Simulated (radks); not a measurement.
The numbers below are computed, except where a source is named.
Task: Valence configurations of Mn IV (all share [Ar]). Level of theory: scalar-relativistic Kohn-Sham, PBE, spin-polarised, spherical densities, finite nucleus; open shells are filled with parallel spins first; Fermi nuclear charge, rms radius 3.7057 fm (a radial shooting solver on a logarithmic mesh with Libxc functionals). Order these by energy: 3d3.5 4p0.5; 3d2 4p2; 3d4; 3d3 4p1; 3d2 4s1 4p1; 3d3.5 4s0.5; 3d3 4s1; 3d2.5 4s1.5; 3d2 4s2.

Result: From the lowest, in eV above it: 3d4 0.000; 3d3.5 4s0.5 6.514; 3d3.5 4p0.5 10.030; 3d3 4s1 14.080; 3d3 4p1 21.345; 3d2.5 4s1.5 23.810; 3d2 4s2 34.451; 3d2 4s1 4p1 40.283; 3d2 4p2 48.015. NIST lists [Ar] 3d4 as the ground configuration; this level of theory agrees among the configurations tried. The energies are those of spherical high-spin densities, not of single terms.
